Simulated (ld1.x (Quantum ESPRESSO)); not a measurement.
# Ranking PAW potentials for carbon (C)

All share these settings but for the change named:

ld1.x (Quantum ESPRESSO) 7.5 input, shortened:

```
&input
   title='C', zed=6., rel=1, dft='PBESOL', iswitch=3,
   config='[He] 2s2 2p1 3d-2'
 /
 &inputp
   pseudotype=3, lpaw=.true., tm=.true., lloc=-1, rcloc=1.45,
   nlcc=.true., new_core_ps=.true., rcore=0.60,
   which_augfun='PSQ', rmatch_augfun_nc=.true.
 /
6
2S  1  0   2.00   0.00  0.65  0.85  0.0
2S  1  0   0.00  -0.50  0.65  0.85  0.0
2P  2  1   1.00   0.00  1.25  1.70  0.0
2P  2  1   0.00   0.90  1.25  1.70  0.0
3D  3  2  -2.00   0.50  1.15  1.60  0.0
3D  3  2  -2.00   1.85  1.15  1.60  0.0
 &test
   configts(1)='2s2 2p1'
 /
```

Cutoff: the first of the cutoffs (Ry, on a coarse ladder) from which the occupation-weighted sum of valence levels, in a spherical-Bessel basis at the reference potential, stays within 10 and 1 mRy of its value at 400 Ry; the density cutoff is not measured.

The base gives 45 Ry.

Of 6 variants that were run, those that failed, showed a ghost or another fault, or gave nearly equal values are left out.

A variant can come out equal or close to the base.

(1) Rank these variants from softest to hardest (loose cutoff).
A. waves 2s (bound): rcut 0.65, rcutus 1.22 bohr; 2s channel at -0.5 Ry: rcut 0.65, rcutus 1.22 bohr
B. waves 2s (bound): rcut 0.65, rcutus 0.84 bohr; 2s channel at -0.5 Ry: rcut 0.65, rcutus 0.84 bohr
C. waves 2s (bound): rcut 0.65, rcutus 1.12 bohr; 2s channel at -0.5 Ry: rcut 0.65, rcutus 1.12 bohr

Results:

(1) A (18 Ry), C (21 Ry), B (45 Ry).
